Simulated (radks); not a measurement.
Values are calculated unless marked as measured or tabulated.
Ionisation ladder of erbium, from Er XLIV to Er XLVII. Each ion is in the ground configuration listed by NIST, and IE = E(next ion) - E(this ion). Code: a radial shooting solver on a logarithmic mesh with Libxc functionals. Model: Dirac Kohn-Sham, BLYP, spin-unpolarised, spherical densities, finite nucleus; open shells fill j = l - 1/2 first; Fermi nuclear charge, rms radius 5.2516 fm.

species	configuration	E (hartree)	IE, Delta-SCF (eV)	-e(HOMO) (eV)	HOMO	<r> HOMO (bohr)	IE, NIST (eV)	kind	error (eV)
Er XLIV	[Ar] 3d7	-11722.1783	3504.7	3445.8	3d5/2	0.194	3505	theory	-0.3
Er XLV	[Ar] 3d6	-11593.3817	3623.6	3563.9	3d5/2	0.192	3624	theory	-0.4
Er XLVI	[Ar] 3d5	-11460.2180	3743.8	3683.5	3d5/2	0.190	3742	theory	+1.8
Er XLVII	[Ar] 3d4	-11322.6349	3917.7	3855.6	3d3/2	0.185	3916	theory	+1.7

Reference values: NIST Atomic Spectra Database (exp. = measured, semi-emp. = semi-empirical, theory = theoretical value adopted there). The ionisation energy per charge of the ion left behind rises most, in proportion, at Er XLVII ([Ar] 3d4), from 81.387 to 83.355 eV. Spin polarisation and multiplet splitting are left out, so open shells lie too high by an amount that depends on their filling.

Beside tabulated values, note that spin-unpolarised runs miss the spin-polarisation part of the exchange energy of open shells.
